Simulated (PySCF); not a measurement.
Isomers C6H9N3O:

A. `Cn1nnc(C(C)=O)c1C`
B. `CCn1nncc1C(C)=O`
C. `InChI=1S/C6H9N3O/c1-4-6(5(2)10)9(3)8-7-4/h1-3H3`

Spectrum 1. ¹H NMR (500 MHz, computed): δ 4.01 (s, 3H), 2.90 (s, 3H), 2.88 (s, 3H). ¹³C{¹H} NMR (computed): δ 200.6 (C), 147.8 (C), 145.4 (C), 34.2 (CH3), 30.5 (CH3), 9.9 (CH3).

Spectrum 2. ¹H NMR (500 MHz, computed): δ 4.36 (s, 3H), 2.78 (s, 3H), 2.59 (s, 3H). ¹³C{¹H} NMR (computed): δ 192.7 (C), 151.8 (C), 137.7 (C), 40.1 (CH3), 33.5 (CH3), 17.6 (CH3).

Spectrum 3. ¹H NMR (500 MHz, computed): δ 8.18 (s, 1H), 4.89 (q, 2H), 2.71 (s, 3H), 1.42 (t, 3H). ¹³C{¹H} NMR (computed): δ 193.0 (C), 143.5 (CH), 138.4 (C), 46.7 (CH2), 30.9 (CH3), 19.0 (CH3).

PySCF 2.14 calculation with GFN2-xTB geometry and GIAO PBE0/pcSseg-1 shieldings; one conformer, rapidly exchanging positions averaged, in vacuum, non-relativistic Hamiltonian.

Chemical shifts δ = σref − σ; TMS for ¹H, ¹³C, all at this level. Where no couplings were computed, multiplicities follow the n + 1 count of equivalent neighbours, and m marks all less simple cases (inequivalent or close neighbours, rings, F or P nearby). Shifts are as computed. Against solution values, carbons near 30 ppm lie about +3 ppm off and those near 130 ppm about +5 ppm. Of 1211 compounds with measured shifts, 218 miss one by over three times the rms of a fit or turn the order of signals round; such compounds aren't used in these exercises.

**Question.** Match each spectrum to its structure.

**Answer.** 1–A, 2–C, 3–B.

- Spectrum 1 (A): 6 ¹³C signals; δC 200.6 is a ketone carbonyl carbon; δC 34.2 is a methyl carbon bonded to N.
- Spectrum 2 (C): 6 ¹³C signals; δC 192.7 is a ketone carbonyl carbon; δC 40.1 is a methyl carbon bonded to N.
- Spectrum 3 (B): 6 ¹³C signals; δC 193.0 is a ketone carbonyl carbon; δC 143.5 is an aromatic CH next to a ring nitrogen.
